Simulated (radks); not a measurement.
Species: Si3+. Configuration: [He] 2s1 2p6 3s1 3d1 (not the ground configuration).

Method: scalar-relativistic Kohn-Sham, exchange-only r2SCAN, spin-polarised, spherical densities, finite nucleus; open shells are filled with parallel spins first; meta-GGA in the generalised Kohn-Sham scheme; Fermi nuclear charge, rms radius 3.1224 fm; computed with a radial shooting solver on a logarithmic mesh with Libxc functionals.

Energy parts (hartree):
| part | energy |
|---|---|
| total | -281.32020 |
| kinetic | 282.43798 |
| electron-nucleus | -652.40468 |
| Hartree | 107.09294 |
| exchange | -18.44644 |

Orbitals (lengths in bohr, moments of r in powers of bohr; r(max) is where P^2 peaks):
orbital  occ.  eigenvalue (hartree)   <1/r>   r(max)
1s up       1             -68.60060   13.65  0.07256
1s down     1             -68.51765   13.64  0.07264
2s up       1              -7.43600   2.668   0.4470
2s down     0              -7.23449   2.656   0.4482
2p up       3              -5.76751   2.546   0.3805
2p down     3              -5.58550   2.549   0.3794
3s up       1              -1.70186  0.7922    1.538
3d up       1              -0.85325  0.5632    1.786

The highest occupied level is 3d up at -23.218 eV. The configuration is held as typed, so some empty levels lie below it. The density falls to 0.001 e/bohr^3 at r = 3.47 bohr.
